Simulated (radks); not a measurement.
Values are calculated unless marked as measured or tabulated.
Species: Hg36+. Configuration: [Ar] 3d10 4s2 4p5.5 4d8.5 (fractional occupations, a model configuration). Code: a radial shooting solver on a logarithmic mesh with Libxc functionals. Model: scalar-relativistic Kohn-Sham, r2SCAN, spin-polarised, spherical densities, finite nucleus; open shells are filled with parallel spins first (spin-orbit coupling, left out, can overturn this in heavy ions); meta-GGA in the generalised Kohn-Sham scheme; Fermi nuclear charge, rms radius 5.4648 fm.

Unscreened Slater integrals over Kohn-Sham orbitals (cm^-1). They are taken over the spin-up orbitals. Empty in this configuration: 4f.

integral,value
"F0(4d,4d)",505630
"F2(4d,4d)",258510
"F4(4d,4d)",176070
"F0(4d,4p)",506160
"F2(4d,4p)",260270
"G1(4d,4p)",324360
"G3(4d,4p)",207710
"F0(4d,4s)",515830
"G2(4d,4s)",258430
"F0(4d,4f)",518170
"F2(4d,4f)",259810
"F4(4d,4f)",169260
"G1(4d,4f)",267140
"G3(4d,4f)",184770
"G5(4d,4f)",135950
"F0(4p,4p)",508000
"F2(4p,4p)",265450
"F0(4p,4s)",517520
"G1(4p,4s)",349920
"F0(4p,4f)",519460
"F2(4p,4f)",263860
"G2(4p,4f)",210270
"G4(4p,4f)",154510
"F0(4s,4s)",528000
"F0(4s,4f)",531140
"G3(4s,4f)",188400
"F0(4f,4f)",542220
"F2(4f,4f)",290790
"F4(4f,4f)",190740
"F6(4f,4f)",139890

Derived for the open shells (J is the average intra-shell exchange parameter used in DFT+U). 4p: J = F2/5 = 53090 cm^-1. 4d: Racah B = F2/49 - 5 F4/441 = 3279 cm^-1, C = 35 F4/441 = 13970 cm^-1, C/B = 4.26, F4/F2 = 0.681, J = (F2 + F4)/14 = 31040 cm^-1.
